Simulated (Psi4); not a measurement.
Psi4 input (wB97X-D/6-31G*):

```
memory 1500 MB

molecule {
0 1
C    -1.61259100    0.40663200   -0.40219200
N    -0.48680100    0.22901600    0.50365600
Si    1.06784200   -0.29760500   -0.00860500
H    -2.15712400   -0.52205100   -0.61377400
H    -1.25332800    0.80154800   -1.35485800
H    -2.32248000    1.13263300    0.00054800
H    -0.76188600    0.02694800    1.45217600
H     1.11728800   -1.67941400   -0.56648300
H     1.54781700    0.60912900   -1.07979000
H     1.96307400   -0.24522700    1.17020300
symmetry c1
no_reorient
no_com
}

set {
  basis 6-31G*
  reference rks
  scf_type pk
  dft_radial_points 99
  dft_spherical_points 590
  e_convergence 1e-8
  d_convergence 1e-7
  maxiter 150
}

e = energy('wb97x-d')
print_out(f'\nFINAL {e:.10f} DIPOLE {variable("CURRENT DIPOLE")[0]:.6f} {variable("CURRENT DIPOLE")[1]:.6f} {variable("CURRENT DIPOLE")[2]:.6f}\n')
```

Output:

```
   => Loading Basis Set <=

    Name: 6-31G*
    Role: ORBITAL
    Keyword: BASIS
    atoms 1    entry C          line   111 file 6-31gs.gbs
    atoms 2    entry N          line   128 file 6-31gs.gbs
    atoms 3    entry SI         line   268 file 6-31gs.gbs
    atoms 4-10 entry H          line    44 file 6-31gs.gbs

   => WB97X-D: Empirical Dispersion <=

    Chai and Head-Gordon Dispersion Correction
    Chai, J.-D.; Head-Gordon, M. (2010), J. Chem. Phys., 132: 6615-6620

        s6 =       1.000000

         ---------------------------------------------------------
                                   SCF
               by Justin Turney, Rob Parrish, Andy Simmonett
                          and Daniel G. A. Smith
                              RKS Reference
         ---------------------------------------------------------

  ==> Geometry <==

    Molecular point group: c1
    Full point group: C1

    Geometry (in Angstrom), charge = 0, multiplicity = 1:

       Center              X                  Y                   Z               Mass
    ------------   -----------------  -----------------  -----------------  -----------------
         C           -1.612591000000     0.406632000000    -0.402192000000    12.000000000000
         N           -0.486801000000     0.229016000000     0.503656000000    14.003074004430
         SI           1.067842000000    -0.297605000000    -0.008605000000    27.976926534650
         H           -2.157124000000    -0.522051000000    -0.613774000000     1.007825032230
         H           -1.253328000000     0.801548000000    -1.354858000000     1.007825032230
         H           -2.322480000000     1.132633000000     0.000548000000     1.007825032230
         H           -0.761886000000     0.026948000000     1.452176000000     1.007825032230
         H            1.117288000000    -1.679414000000    -0.566483000000     1.007825032230
         H            1.547817000000     0.609129000000    -1.079790000000     1.007825032230
         H            1.963074000000    -0.245227000000     1.170203000000     1.007825032230

  Running in c1 symmetry.

  Rotational constants: A =      0.99914  B =      0.17312  C =      0.16033 [cm^-1]
  Rotational constants: A =  29953.51850  B =   5190.01949  C =   4806.69172 [MHz]
  Nuclear repulsion =  116.225478339841999

  Charge       = 0
  Multiplicity = 1
  Electrons    = 34
  Nalpha       = 17
  Nbeta        = 17

  ==> Algorithm <==

  SCF Algorithm Type is PK.
  DIIS enabled.
  MOM disabled.
  Fractional occupation disabled.
  Guess Type is SAD.
  Energy threshold   = 1.00e-08
  Density threshold  = 1.00e-07
  Integral threshold = 1.00e-12

  ==> Primary Basis <==

  Basis Set: 6-31G*
    Blend: 6-31G*
    Number of shells: 34
    Number of basis functions: 63
    Number of Cartesian functions: 63
    Spherical Harmonics?: false
    Max angular momentum: 2

  ==> DFT Potential <==

   => LibXC <=

    Version 7.1.2
    S. Lehtola, C. Steigemann, M. J. T. Oliveira, and M. A. L. Marques,  SoftwareX 7, 1–5 (2018) (10.1016/j.softx.2017.11.002)

   => Composite Functional: WB97X-D <=

    wB97X-D Hyb-GGA Exchange-Correlation Functional

    J.-D. Chai and M. Head-Gordon,  Phys. Chem. Chem. Phys. 10, 6615–6620 (2008) (10.1039/B810189B)

    Deriv               =              1
    GGA                 =           TRUE
    Meta                =          FALSE

    Exchange Hybrid     =           TRUE
    MP2 Hybrid          =          FALSE

   => Exchange-Correlation Functionals <=

    1.0000   wB97X-D range-separated functional

   => Exact (HF) Exchange <=

    0.7780            HF,LR [omega = 0.2000]
    0.2220               HF

   => LibXC Density Thresholds  <==

    XC_HYB_GGA_XC_WB97X_D:  1.00E-14

   => Molecular Quadrature <=

    Radial Scheme          =       TREUTLER
    Pruning Scheme         =           NONE
    Nuclear Scheme         =       TREUTLER

    Blocking Scheme        =         OCTREE
    BS radius alpha        =              1
    Pruning alpha          =              1
    Radial Points          =             99
    Spherical Points       =            590
    Total Points           =         553689
    Total Blocks           =           3893
    Max Points             =            256
    Max Functions          =             63
    Weights Tolerance      =       1.00E-15

  ==> Integral Setup <==

  Using in-core PK algorithm.
   Calculation information:
      Number of atoms:                  10
      Number of AO shells:              34
      Number of primitives:             85
      Number of atomic orbitals:        63
      Number of basis functions:        63

      Integral cutoff                 1.00e-12
      Number of threads:                 1

  Performing in-core PK
  Using 6099408 doubles for integral storage.
  We computed 170994 shell quartets total.
  Whereas there are 177310 unique shell quartets.

  Computing range-separated integrals for PK
  We computed 170994 wK shell quartets total.
  Whereas there are 177310 wK unique shell quartets.

  ==> DiskJK: Disk-Based J/K Matrices <==

    J tasked:                  Yes
    K tasked:                  Yes
    wK tasked:                 Yes
    Omega:               2.000E-01
    Schwarz Cutoff:          1E-12


  Cached 100.0% of DFT collocation blocks in 0.871 [GiB].

  Minimum eigenvalue in the overlap matrix is 8.7931045692E-03.
  Reciprocal condition number of the overlap matrix is 1.3281920284E-03.
    Using symmetric orthogonalization.

  ==> Pre-Iterations <==

  SCF Guess: Superposition of Atomic Densities via on-the-fly atomic UHF (no occupation information).

   -------------------------
    Irrep   Nso     Nmo
   -------------------------
     A         63      63
   -------------------------
    Total      63      63
   -------------------------

  ==> Iterations <==

                        Total Energy        Delta E     RMS |[F,P]|

   @RKS iter SAD:  -385.85268879756973   -3.85853e+02   0.00000e+00
   @RKS iter   1:  -386.35688140739421   -5.04193e-01   9.01577e-03 DIIS/ADIIS
   @RKS iter   2:  -386.36665601757289   -9.77461e-03   9.02133e-03 DIIS/ADIIS
   @RKS iter   3:  -386.50936620433998   -1.42710e-01   7.57653e-04 DIIS/ADIIS
   @RKS iter   4:  -386.51037724493744   -1.01104e-03   2.52371e-04 DIIS/ADIIS
   @RKS iter   5:  -386.51051933488213   -1.42090e-04   6.90359e-05 DIIS
   @RKS iter   6:  -386.51053049487007   -1.11600e-05   1.06760e-05 DIIS
   @RKS iter   7:  -386.51053095715804   -4.62288e-07   2.05817e-06 DIIS
   @RKS iter   8:  -386.51053097827383   -2.11158e-08   4.53482e-07 DIIS
   @RKS iter   9:  -386.51053097946766   -1.19383e-09   9.42402e-08 DIIS
  Energy and wave function converged.

  ==> Post-Iterations <==

   Electrons on quadrature grid:
      Ntotal   =   34.0000001033 ; deviation = 1.033e-07

    Orbital Energies [Eh]
    ---------------------

    Doubly Occupied:

       1A    -66.273398     2A    -14.431501     3A    -10.319522
       4A     -5.389610     5A     -3.734477     6A     -3.733892
       7A     -3.733260     8A     -0.970083     9A     -0.762491
      10A     -0.631751    11A     -0.557669    12A     -0.512558
      13A     -0.497176    14A     -0.439950    15A     -0.419787
      16A     -0.417693    17A     -0.308787

    Virtual:

      18A      0.105868    19A      0.150149    20A      0.170886
      21A      0.202871    22A      0.219989    23A      0.234355
      24A      0.255735    25A      0.269280    26A      0.278522
      27A      0.318056    28A      0.331752    29A      0.367145
      30A      0.458431    31A      0.578793    32A      0.644749
      33A      0.674861    34A      0.690035    35A      0.763359
      36A      0.774017    37A      0.776605    38A      0.841745
      39A      0.939390    40A      0.947567    41A      0.998321
      42A      1.019148    43A      1.034990    44A      1.071324
      45A      1.142293    46A      1.176336    47A      1.224070
      48A      1.264366    49A      1.269290    50A      1.481176
      51A      1.616028    52A      1.812412    53A      2.039066
      54A      2.096652    55A      2.128857    56A      2.359290
      57A      2.404406    58A      2.445845    59A      2.571000
      60A      2.733207    61A      3.038095    62A      3.882454
      63A      4.347285

    Final Occupation by Irrep:
              A
    DOCC [    17 ]
    NA   [    17 ]
    NB   [    17 ]

  @RKS Final Energy:  -386.51053097946766

   => Energetics <=

    Nuclear Repulsion Energy =            116.2254783398419988
    One-Electron Energy =                -761.9597060369277415
    Two-Electron Energy =                 284.5216832054632619
    DFT Exchange-Correlation Energy =     -25.2947424449058573
    Empirical Dispersion Energy =          -0.0032440429392751
    VV10 Nonlocal Energy =                  0.0000000000000000
    Total Energy =                       -386.5105309794676600

Computation Completed

Properties will be evaluated at   0.000000,   0.000000,   0.000000 [a0]

Properties computed using the SCF density matrix

 Multipole Moments:

 ------------------------------------------------------------------------------------
     Multipole            Electronic (a.u.)      Nuclear  (a.u.)        Total (a.u.)
 ------------------------------------------------------------------------------------

 L = 1.  Multiply by 2.5417464519 to convert [e a0] to [Debye]
 Dipole X            :         -0.4704365           -0.0000076           -0.4704441
 Dipole Y            :         -0.0600199            0.0000000           -0.0600199
 Dipole Z            :          0.1665903           -0.0000151            0.1665752
 Magnitude           :                                                    0.5026602

 ------------------------------------------------------------------------------------

FINAL -386.5105309795 DIPOLE -0.470444 -0.060020 0.166575

*** Psi4 exiting successfully. Buy a developer a beer!
```

The geometry given is a B3LYP-D3(BJ)/def2-TZVP minimum.
